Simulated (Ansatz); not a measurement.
Correlation energies of C$_{2}$H$_{8}$B$_{2}$O (`BCCBO`) by basis set

```xyz
13

B    -0.0598   -1.2506   -1.8771
C     0.1674   -0.0335   -0.9476
C    -0.1925   -0.1561    0.5378
B     0.3814    0.9944    1.4379
O    -0.3250    1.6111    2.4145
H    -0.2087   -2.3543   -1.4301
H    -0.0243   -1.1147   -3.0676
H    -0.2371    0.8866   -1.3866
H     1.2621    0.1130   -1.0514
H    -1.2794   -0.2623    0.6512
H     0.2291   -1.0970    0.9222
H     1.5133    1.3783    1.3058
H    -1.2267    1.2851    2.4909
```

Total charge 0; spin multiplicity 1. All single points use the PBE0-D4/def2-TZVP geometry. It is one conformer, not always the lowest. Frozen core, restricted reference, Ansatz 0.2.0. CBS rows extrapolate triple and quadruple zeta; past MP2 they add the triple-zeta difference.

| basis | HF (Eh) | MP2 corr. | CCSD corr. | (T) | CCSD(T) total |
| --- | --- | --- | --- | --- | --- |
| def2-TZVPP | -204.73588 | -0.78930 | -0.83837 | -0.03092 | -205.60517 |
| def2-QZVPP | -204.74588 | -0.84343 | – | – | – |
| CBS(def2) | -204.74725 | -0.88352 | -0.93259 | as TZ | -205.71076 |
